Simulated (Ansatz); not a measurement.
`[CH3][SnH2][SiH2]F` + `B[Se][SiH2]Cl` → `[CH3][SnH2][SiH2]Cl` + `B[Se][SiH2]F`  (redistribution)

Calculated with Ansatz (gas phase, PBE0-D4/def2-TZVP geometries, no zero-point term in ΔE). CCSD(T)/CBS adds triple-zeta CCSD(T) − MP2 to the extrapolated MP2 energy (def2 sets, frozen cores). Functionals use def2-TZVPP. Elements past krypton have def2 core potentials. For Se, Sn outer-core shells are correlated without core-valence functions, which leaves a few kJ/mol of doubt a bond. Scalar relativity is left out up to krypton. Each species was taken in one conformer, which may not be the lowest.

```csv
level,ΔE (eV)
PBE-D4,-0.10
r2SCAN-D4,-0.11
ωB97X-V,-0.11
ωB97M-V,-0.11
PBE0,-0.10
SCS-MP2/def2-QZVPP,-0.11
HF/CBS(def2),-0.11
MP2/CBS(def2),-0.12
```

Task: What does CCSD(T)/CBS give? (Best estimate.)

Result: The calculation gave: -0.12 eV. The listed levels differ from it by 0.02, 0.01, 0.01, 0.01, 0.02, 0.01, 0.01, 0.00 eV.

Largest T1 diagnostic among the species: 0.013.
